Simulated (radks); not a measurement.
The mean radii <r> (bohr) of the occupied orbitals of an atom or ion are listed with their occupations. All-electron calculation, Dirac Kohn-Sham, PBE, spin-unpolarised, spherical densities, point nucleus. Program: a radial shooting solver on a logarithmic mesh with Libxc functionals.

| orbital | occ. | <r> |
|---|---|---|
| 1s1/2 | 2 | 0.01743 |
| 2s1/2 | 2 | 0.07295 |
| 2p1/2 | 2 | 0.06017 |
| 2p3/2 | 4 | 0.06848 |
| 3s1/2 | 2 | 0.1899 |
| 3p1/2 | 2 | 0.1801 |
| 3p3/2 | 4 | 0.1954 |
| 3d3/2 | 4 | 0.1705 |
| 3d5/2 | 6 | 0.1752 |
| 4s1/2 | 2 | 0.4232 |
| 4p1/2 | 2 | 0.4267 |
| 4p3/2 | 4 | 0.4604 |
| 4d3/2 | 4 | 0.4719 |
| 4d5/2 | 6 | 0.4832 |
| 5s1/2 | 2 | 0.9794 |
| 5p1/2 | 2 | 1.066 |
| 4f5/2 | 6 | 0.5315 |
| 4f7/2 | 8 | 0.5392 |
| 5p3/2 | 4 | 1.164 |
| 5d3/2 | 4 | 1.596 |
| 5d5/2 | 3 | 1.652 |

Name the element and its charge. Open shells, if any, fill j = l - 1/2 first.

Answer. Z = 77, iridium, charge +2: Ir2+ in [Xe] 4f14 5d7. The 1s radius gives Z: for a bare nucleus <r> = (2 gamma + 1)/(2Z) with gamma = sqrt(1 - (Z/c)^2), 0.01724 bohr for Z = 77, and screening makes it slightly larger (0.01743 here). The occupations add up to 75, and the charge is Z minus that.
